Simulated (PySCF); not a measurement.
FH3HfS3, SMILES [F][Hf]([SH])([SH])[SH], multiplicity 1.

Geometry optimised at PBE0-D3(BJ)/def2-SVP. The spin state was assumed, not searched. The structure was generated by enumeration; whether it is a known compound was not checked. The def2 effective core potentials stand for the cores of Hf; spin–orbit coupling is left out. Other conformers were not sampled.

Two levels are set side by side: TDA-PBE/def2-SVPD (PySCF) and TDA-CAM-B3LYP/def2-SVPD (PySCF). Vertical, same geometry. The lowest singlet is HOMO→LUMO 88 % with PBE and HOMO→LUMO 78 % with the other functional; states are paired by order. Differences are taken from unrounded values.

```json
[
 {"quantity": "lowest singlet excitation (eV)", "TDA-PBE": "4.05"},
 {"quantity": "lowest triplet excitation (TDA) (eV)", "TDA-PBE": "3.79"}
]
```

Problem. These are the TDA-PBE values. What does TDA-CAM-B3LYP give? (Estimate from the structure and the level; the computed values follow.)

Solution. 
```
quantity                              TDA-CAM-B3LYP  TDA-PBE minus TDA-CAM-B3LYP
------------------------------------  -------------  ---------------------------
lowest singlet excitation (eV)                 4.87                        -0.82
lowest triplet excitation (TDA) (eV)           4.52                        -0.73
```

A lower first singlet is the usual sign of a functional without exact exchange. Differences between two approximate levels are no errors against the true value.

Rough cost on one machine, each run with all the roots and properties that it gave: TDA-CAM-B3LYP against TDA-PBE about 4 times.
